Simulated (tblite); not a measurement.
Distances in Å between the heavy atoms of a computed structure (GFN2-xTB; lower triangle, same order across):
```
C1    0.00
C2    1.20  0.00
C3    2.65  1.45  0.00
C4    3.47  2.43  1.51  0.00
C5    4.38  3.40  2.47  1.33  0.00
C6    3.92  3.12  2.57  1.45  2.40  0.00
C7    3.99  3.38  3.11  2.53  3.68  1.33  0.00
F8    5.07  4.63  4.46  3.70  4.66  2.29  1.36  0.00
C9    3.72  3.22  3.17  3.29  4.60  2.59  1.50  2.36  0.00
F10   4.38  3.63  3.15  3.50  4.73  3.15  2.38  3.30  1.38  0.00
```

Hydrogens: 1 on C1, 2 on C3, 2 on C5, 1 on C6, 2 on C9.

Charge 0, singlet.

(1) Read off the bonds between heavy atoms and their formal orders.

(2) Give the structure as a SMILES string.

(3) Classify the heavy atoms.

Results:

(1) C1–C2 (triple); C2–C3 (single); C3–C4 (single); C4–C5 (double); C4–C6 (single); C6–C7 (double); C7–F8 (single); C7–C9 (single); C9–F10 (single).

(2) `C#CCC(=C)/C=C(/F)CF`, C8H8F2. Among its features: alkyne, C=C double bond and C–F bond.

(3) C1: terminal alkyne carbon; C2: alkyne carbon; C3: allylic carbon; C4: fully substituted alkene carbon; C5: terminal =CH2 carbon; C6: alkene CH carbon; C7: vinylic C–F carbon; F8: vinyl fluorine; C9: sp3 C–F carbon; F10: alkyl fluorine.

The values belong to the conformer `[CH:1]#[C:2][CH2:3][C:4](=[CH2:5])/[CH:6]=[C:7](/[F:8])[CH2:9][F:10]`: C2–C3–C4–C5 -111°, C3–C4–C6–C7 8°, C6–C7–C9–F10 63°.
